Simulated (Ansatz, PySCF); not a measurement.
Energy difference R1 + R2 → P1 + P2, each structure at its B3LYP-D3(BJ)/def2-TZVP stationary point, reached from a drawn start (curvature not checked).
P1: H atom, charge 0, multiplicity 2.
R1: H2 (SMILES [H][H]), charge 0, multiplicity 1.
P2: H2O (SMILES O), charge 0, multiplicity 1.
R2: OH (SMILES [OH]), charge 0, multiplicity 2.

P less R. No zero-point or thermal terms; singlets are restricted closed shells; open shells are unrestricted; no spin–orbit coupling.

Frozen-core correlation throughout. CBS(a, b) extrapolates the correlation energy as X⁻³ and adds the Hartree–Fock energy of set b.

Codes used: Ansatz (Gaussian basis) for Hartree–Fock, density functionals and correlated methods; PySCF for M06-2X. No computed number here is a measurement.

The comparison value is -16.33 kcal/mol (CCSD(T)/CBS(aug-cc-pVTZ, aug-cc-pVQZ)). It is a level with limits of its own, not the exact answer.

Question: Order these levels by how close they come to the comparison value for the reaction energy, closest first: MP2/aug-cc-pVDZ, revPBE/def2-TZVPPD, HF/aug-cc-pVDZ, M06-2X/def2-TZVPPD, B2PLYP/def2-TZVPPD. Give each level's value less the comparison value.

Answer: M06-2X/def2-TZVPPD (0.19 kcal/mol), revPBE/def2-TZVPPD (0.91 kcal/mol), B2PLYP/def2-TZVPPD (1.20 kcal/mol), MP2/aug-cc-pVDZ (-7.82 kcal/mol), HF/aug-cc-pVDZ (11.19 kcal/mol)

Ansatz is a first-principles code.
